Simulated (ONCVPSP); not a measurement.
**Ta, ONCV: configuration errors across variants**

tantalum (Ta), optimised norm-conserving Vanderbilt (ONCV), made with ONCVPSP 4.0.1 (PBEsol, scalar-relativistic). Core [Kr] 4d10 4f14, reference 5s2 5p6 5d3 6s2. Waves: 5s+6s: rc 1.75 bohr, ncon 5, nbas 10, qcut 5.4 1/bohr, 3 projectors, debl 2.4 Ha; 5p: rc 1.40 bohr, ncon 3, nbas 7, qcut 6 1/bohr, 2 projectors, debl 2.4 Ha; 5d: rc 1.85 bohr, ncon 3, nbas 7, qcut 5.1 1/bohr, 2 projectors, debl 2.9 Ha. Local part: polynomial inside 1.15 bohr (lpopt 3, dvloc0 3 Ha). Core correction: polynomial model core, fcfact 0.5.

All-electron excitation energies from the reference (eV): (1) 5s2 5p6 5d3 6s1 8.505; (2) 5s2 5p6 5d3 6s0 23.483; (3) 5s2 5p6 5d2 6s0 47.094; (4) 5s1 5p6 5d3 6s2 79.250.

1 further variants failed, have other tests or too few solved ones, and are left out.

Errors AE − PS in meV (a dash: test not solved or not reliable):

```tsv
change	(1)	(2)	(3)	(4)	bound ghosts	GHOST(+) flags above zero
base	-4.7	-19	-47	-558	none	s
core correction none	-3.2	-5.6	-14	-457	none	s
s: qcut 5.9	-4.5	-17	-46	-501	none	s
core correction polynomial model core, fcfact 0.3	-4.7	-19	-47	-547	none	s
s: ncon 4, nbas 9	-5.0	-21	-48	-656	none	s
s: qcut 5.8	-4.5	-18	-46	-512	none	s
```

(1) Give the same row for: p: nbas 8.

Results:

(1) -4.7, -19, -47, -555; bound ghosts: none; GHOST(+) flags above zero: s.
